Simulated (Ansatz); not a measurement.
Results of the Gaussian-basis code of Ansatz.

`[CH3][Nb]([NH2])(=[O])[OH]` at its PBE0-D4/def2-TZVP geometry, where that method's forces vanish. Total charge 0; spin multiplicity 1. Nb takes the def2 core potential.

```
atom    x (Å)    y (Å)    z (Å)
  C1  -1.4674  -0.1400   0.8305
 Nb2   0.4693  -0.3655  -0.1104
  N3   0.5059   0.8758  -1.6377
  O4   0.4917  -1.9468  -0.7250
  O5   1.7902  -0.0105   1.2134
  H6  -1.5499  -0.8403   1.6688
  H7  -2.2745  -0.3602   0.1268
  H8  -1.6045   0.8762   1.2135
  H9   0.4612   0.6004  -2.6080
 H10   0.6993   1.8657  -1.5684
 H11   2.4787  -0.5548   1.5964
```

Q: For each bond, give half the difference of the two atoms' forces along it (eV/Å; positive pushes the atoms apart) under PBE-D4, r2SCAN-D4, B3LYP-D4, ωB97M-V in def2-TZVPP. (Estimate.)

A: The calculation gave: 
| bond | length (Å) | PBE-D4 | r2SCAN-D4 | B3LYP-D4 | ωB97M-V |
| --- | --- | --- | --- | --- | --- |
| C1–Nb2 | 2.165 | -0.14 | -0.06 | 0.09 | 0.08 |
| C1–H6 | 1.095 | 0.11 | -0.02 | -0.07 | -0.06 |
| C1–H7 | 1.093 | 0.11 | -0.02 | -0.07 | -0.05 |
| C1–H8 | 1.095 | 0.10 | -0.02 | -0.07 | -0.06 |
| Nb2–N3 | 1.968 | -0.08 | 0.05 | 0.11 | 0.09 |
| Nb2–O4 | 1.697 | 0.81 | 0.45 | 0.35 | -0.38 |
| Nb2–O5 | 1.903 | -0.05 | 0.04 | 0.12 | 0.16 |
| N3–H9 | 1.010 | 0.18 | -0.02 | -0.07 | -0.03 |
| N3–H10 | 1.011 | 0.19 | -0.02 | -0.07 | -0.04 |
| O5–H11 | 0.958 | 0.33 | -0.01 | -0.06 | -0.07 |

B3LYP here is the variant with VWN-RPA as its local correlation; programs differ in this.
